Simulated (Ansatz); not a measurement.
C2H7BOSi (`CB1C[SiH2]O1`). Total charge 0; spin multiplicity 1. Geometry: relaxed with PBE0-D4/def2-TZVP.

```xyz
12

C    -1.490    0.959   -0.846
B    -0.366    0.059   -0.252
C     0.863    0.408    0.731
Si    1.131   -1.408    0.472
O    -0.249   -1.295   -0.506
H    -2.059    1.438   -0.042
H    -2.183    0.407   -1.485
H    -1.053    1.778   -1.427
H     0.579    0.749    1.728
H     1.603    1.099    0.323
H     2.313   -1.857   -0.308
H     0.912   -2.337    1.611
```

What is the dipole moment at PBE/def2-TZVPP? (Estimate.)

Computed: 1.34 D, with components (0.55, 1.03, 0.66) D in this frame, pointing from negative to positive charge.

And with r2SCAN, B3LYP, ωB97M-V? (An estimate is asked.)

The calculation gave: r2SCAN 1.38 D, B3LYP 1.41 D, ωB97M-V 1.39 D.

Give the Mulliken charges with PBE, r2SCAN, B3LYP in def2-TZVPP. (An estimate is asked.)

The calculation gave: 
```json
{"atom": "C1", "PBE": "-0.33", "r2SCAN": "-0.23", "B3LYP": "-0.30"}
{"atom": "B2", "PBE": "0.26", "r2SCAN": "0.35", "B3LYP": "0.31"}
{"atom": "C3", "PBE": "-0.34", "r2SCAN": "-0.37", "B3LYP": "-0.39"}
{"atom": "Si4", "PBE": "0.33", "r2SCAN": "0.42", "B3LYP": "0.41"}
{"atom": "O5", "PBE": "-0.28", "r2SCAN": "-0.37", "B3LYP": "-0.35"}
{"atom": "H6", "PBE": "0.10", "r2SCAN": "0.06", "B3LYP": "0.09"}
{"atom": "H7", "PBE": "0.11", "r2SCAN": "0.07", "B3LYP": "0.10"}
{"atom": "H8", "PBE": "0.10", "r2SCAN": "0.06", "B3LYP": "0.09"}
{"atom": "H9", "PBE": "0.10", "r2SCAN": "0.09", "B3LYP": "0.10"}
{"atom": "H10", "PBE": "0.10", "r2SCAN": "0.09", "B3LYP": "0.10"}
{"atom": "H11", "PBE": "-0.07", "r2SCAN": "-0.09", "B3LYP": "-0.08"}
{"atom": "H12", "PBE": "-0.07", "r2SCAN": "-0.09", "B3LYP": "-0.08"}
```

B3LYP here is the variant with VWN-RPA as its local correlation; programs differ in this.
